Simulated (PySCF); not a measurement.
## C2H7FOSi: core ionisation energies

C2H7FOSi.
SMILES with atom numbers: `[CH3:1][CH2:2][O:3][SiH2:4][F:5]`

The calculation used delta-SCF UKS SCAN, pcX-2 on the ionised atom, pcseg-1 elsewhere, spin-free X2C (PySCF). These are vertical core ionisation energies against the vacuum level, from separate self-consistent calculations with and without the core hole.

Question: Give the core binding energies atom by atom.

Answer: 
| atom(s) | bonded to | level | binding energy (eV) | 2p1/2 (eV) | above the level's lowest (eV) | count |
| --- | --- | --- | --- | --- | --- | --- |
| Si4 | F, O and 2 H | Si 1s | 1848.50 | – | 0.00 | 1 |
| F5 | Si | F 1s | 692.36 | – | 0.00 | 1 |
| O3 | C and Si | O 1s | 538.39 | – | 0.00 | 1 |
| C2 | O, C and 2 H | C 1s | 292.61 | – | +1.69 | 1 |
| C1 | C and 3 H | C 1s | 290.92 | – | 0.00 | 1 |
| Si4 | F, O and 2 H | Si 2p3/2 | 108.45 | 109.08 | 0.00 | 1 |

Lowest listed C 1s: C1, bonded to C and 3 H. Highest, 1.69 eV above it: C2, bonded to O, C and 2 H.

Question: Which effective nuclear charge Zeff reproduces each element's mean 1s value in the hydrogen-like formula E = 13.606 eV × Zeff²?

Answer: C (Z = 6): mean 291.8 eV, Zeff = 4.63, Z − Zeff = 1.37; O (Z = 8): mean 538.4 eV, Zeff = 6.29, Z − Zeff = 1.71; F (Z = 9): mean 692.4 eV, Zeff = 7.13, Z − Zeff = 1.87; Si (Z = 14): mean 1848.5 eV, Zeff = 11.66, Z − Zeff = 2.34. Means run over the listed sites, weighted by atom count.

For 2p shells one spin-free hole was relaxed; a mean-field spin–orbit operator and the ground-state splitting of the three 2p orbitals were then diagonalised within the shell. The shell's mean is (2 × 2p3/2 + 2p1/2)/3, and the degeneracies 2j + 1 give areas of 2:1. 2p1/2 minus 2p3/2 (ligand field included): Si 0.63 eV. Isolated species at its PBE0-D3(BJ)/def2-SVP geometry (one conformer only).

Shape of the structure used: `[CH3:1][CH2:2][O:3][SiH2:4][F:5]`: C1–C2–O3–Si4 167°, C2–O3–Si4–F5 69°.
